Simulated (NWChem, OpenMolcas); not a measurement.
**How basis sets differ on SiN2H5OF (SMILES N[Si](N)(O)F)**

SiN2H5OF: 10 atoms, total charge 0, spin state singlet. SMILES: `N[Si](N)(O)F`. The coordinates come from a PBE0-D4/def2-TZVP relaxation. This is one conformer, not always the lowest.

Each level gives the HOMO–LUMO gap (eV). The values are calculated.

| level | kind | program | value (eV) | CPU time |
| --- | --- | --- | --- | --- |
| HF/ANO-R0 (sfX2C) | Hartree–Fock | OpenMolcas | 16.35 | 5.5 s |
| HF/STO-3G | Hartree–Fock | OpenMolcas | 21.61 | 4.5 s |
| HF/3-21G | Hartree–Fock | OpenMolcas | 17.29 | 4.1 s |
| HF/cc-pVDZ | Hartree–Fock | OpenMolcas | 15.90 | 19 s |
| HF/def2-SVP | Hartree–Fock | NWChem | 15.85 | 29 s |

The values span 15.85 to 21.61 eV. A Hartree–Fock LUMO above zero doesn't converge with the basis: it sinks as sets grow more diffuse. Orbital gaps aren't excitation energies. CPU times are rough (shared hosts, several kinds of processor and program).
